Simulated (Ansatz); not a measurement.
Ansatz (a first-principles code) input:

Ansatz 0.2 input:
```yaml
crystal:
  periodic: [false, false, false]
  atoms:
    - {symbol: C, position_ang: [-2.87057801, 0.17719764, -0.18765672]}
    - {symbol: C, position_ang: [-2.26902213, -1.08237552, -0.09791864]}
    - {symbol: C, position_ang: [-0.90277900, -1.10308640, -0.01122788]}
    - {symbol: C, position_ang: [-0.09622417, -0.00435635, -0.00586580]}
    - {symbol: C, position_ang: [-0.69941840, 1.24997935, -0.09549082]}
    - {symbol: C, position_ang: [-2.08550486, 1.32597610, -0.18570824]}
    - {symbol: Br, position_ang: [1.79990757, -0.17390200, 0.12025404]}
    - {symbol: H, position_ang: [-3.94814045, 0.25276299, -0.25847278]}
    - {symbol: H, position_ang: [-2.86126090, -1.98831542, -0.09776652]}
    - {symbol: H, position_ang: [-0.09048265, 2.14414676, -0.09410844]}
    - {symbol: H, position_ang: [-2.55572157, 2.29796668, -0.25533492]}
basis:
  gaussian:
    orbitals: def2-TZVPD
hamiltonian:
  xc: {name: r2SCAN0}
magnetization: {spin_polarized: true, initial_magnetization: 1}
output: {forces: true}
```

Problem. What final total energy does it print?

Solution. -2805.02364 Eh (r2SCAN0/def2-TZVPD). The basis has 315 functions.

It need not be the lowest isomer of its formula.
